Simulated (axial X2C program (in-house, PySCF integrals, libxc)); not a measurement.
GeO⁻: bond constants with and without spin–orbit coupling

All values were computed with an in-house all-electron X2C program for linear molecules (integrals from PySCF). Spin-free means the one-electron spin-free X2C Hamiltonian; two-component (2c) means X2C with spin–orbit coupling and atomic mean-field two-electron Coulomb and Gaunt terms, so the difference of the two also holds small scalar two-electron terms. Basis: Ge dyall-acv3z [10s10p8d5f1g], O dyall-av3z [7s6p3d2f] (cores contracted in-house); Gaussian nuclei, density fitting, unrestricted open shells. Masses: Ge 73.921 u, O 15.995 u.

Input:
```json
{"zs": [32, 8], "q": -1, "bas": ["dyall-acv3z", "dyall-av3z"], "levels": ["PBE0", "HF", "TPSS"], "cc": true, "r0": 1.68, "thr": -1.0, "nmax": 90, "npts": 10, "nst": 2, "ntry": 6}
```
```bash
python so2c.py task.json out
```

Keys: zs atomic numbers; q charge; bas basis sets; levels methods; cc coupled cluster on or off; r0 starting distance in Å; thr threshold in hartree for freezing inner shells (an s shell follows its p shell); nmax most natural virtual spinors; npts points on the curve; nst determinants followed; ntry starts of the search. HF also brings MP2.

State, spin-free: M_S = 1/2, Λ = 1 (beyond evenly filled blocks: π+α); electrons by block: σα: 10, σβ: 10, π+α: 5, π+β: 4, π-α: 4, π-β: 4, δ+α: 1, δ+β: 1, δ-α: 1, δ-β: 1. Fragments: Ge + O- for PBE0, TPSS; Ge- + O for HF.

State, 2c: Ω = 1/2 (⟨Sz⟩ = -0.50, ⟨Lz⟩ = 1.00 at PBE0); electrons by block: 1/2: 15, -1/2: 14, 3/2: 5, -3/2: 5, 5/2: 1, -5/2: 1. Fragments: Ge + O- for PBE0, TPSS; Ge- + O for HF.

| Hamiltonian | level | Re (Å) | ωe (cm⁻¹) | ωexe (cm⁻¹) | αe (cm⁻¹) | De (eV) | D0 (eV) | k (mdyn/Å) | μ (D) |
| --- | --- | --- | --- | --- | --- | --- | --- | --- | --- |
| spin-free | PBE0 | 1.666 | 875.8 | 3.99 | 0.00314 | 5.49 | 5.43 | 5.94 | -1.56 |
| spin-free | HF | 1.635 | 959.5 | 3.62 | 0.00287 | n/a | n/a | 7.13 | -1.91 |
| spin-free | TPSS | 1.686 | 825.0 | 3.92 | 0.00327 | 5.63 | 5.58 | 5.27 | -1.33 |
| 2c | PBE0 | 1.667 | 873.3 | 3.97 | 0.00314 | n/a | n/a | 5.91 | -1.61 |
| 2c | HF | 1.637 | 957.6 | 3.76 | 0.00285 | n/a | n/a | 7.1 | -1.97 |
| 2c | TPSS | 1.687 | 822.7 | 3.91 | 0.00325 | n/a | n/a | 5.24 | -1.38 |

Dipoles are positive if O is the positive end and refer to the centre of mass.

One determinant describes the state; a PBE0 search over occupations chose it and may have missed a lower one. De is counted from the lowest determinant-based energies of the atoms at the same level, without counterpoise correction. De is not given where an atomic determinant may have missed its ground term or J level, or where the truncated virtual space spoils (T). Density functionals use the spin component along the axis (collinear). The highest occupied level is positive at some bond lengths even in Hartree–Fock (under at least one Hamiltonian), so the basis set holds the extra electron there; where that holds at Re the anion is at best weakly bound and its constants depend on the basis. The functionals have no current-density term, which raises determinants with orbital currents, atoms included. Some points did not converge and are left out.

No reliable constants came from CCSD (2c), CCSD (spin-free), CCSD(T) (2c), CCSD(T) (spin-free), MP2 (2c), MP2 (spin-free): no minimum in range, unconverged points, a curve that is not smooth, a change of character along it, or the two Hamiltonians disagreeing along it.

Rough cost a point (2c) on 1 thread(s) of a shared host, integrals apart: PBE0 0.6 s, HF 1 s, TPSS 0.7 s.
